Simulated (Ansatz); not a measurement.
CH3AlBFSe (`FB1[CH2][AlH][Se]1`). Total charge 0; spin multiplicity 1.

```xyz
8

F     1.4435   -1.7909    0.7243
B     0.4597   -1.0200    0.2921
C     0.2236    0.4702    0.6913
Al   -0.6941    0.6533   -1.0235
Se   -0.7595   -1.6581   -1.1535
H     1.0798    1.0377    1.0542
H    -0.5825    0.5301    1.4355
H    -1.1705    1.7778   -2.0203
```

**Question.** What are the harmonic wavenumbers in cm⁻¹ at PBE0-D4/def2-TZVP (Ansatz, finite differences of forces, unscaled)? (Estimate.)

**Answer.** Ansatz gave: 78, 281, 315, 377, 406, 456, 526, 563, 614, 650, 855, 952, 1014, 1323, 1393, 1961, 3046, 3148.

**Question.** Is this a minimum?

**Answer.** Yes, all 18 modes are real.

**Question.** Give the ideal-gas thermochemistry at 298.15 K and 1 bar (rigid rotor, harmonic oscillator; point group C1, symmetry number 1).

**Answer.** Zero-point energy 107.4 kJ/mol; H(298) − E = 126.1 kJ/mol; entropy 337.2 J/(mol·K), of which translation 171.4, rotation 115.9, vibration 49.8; G(298) − E = 25.6 kJ/mol. Modes under 100 cm⁻¹ are hindered rotations or soft bends, so the harmonic entropy is rough.
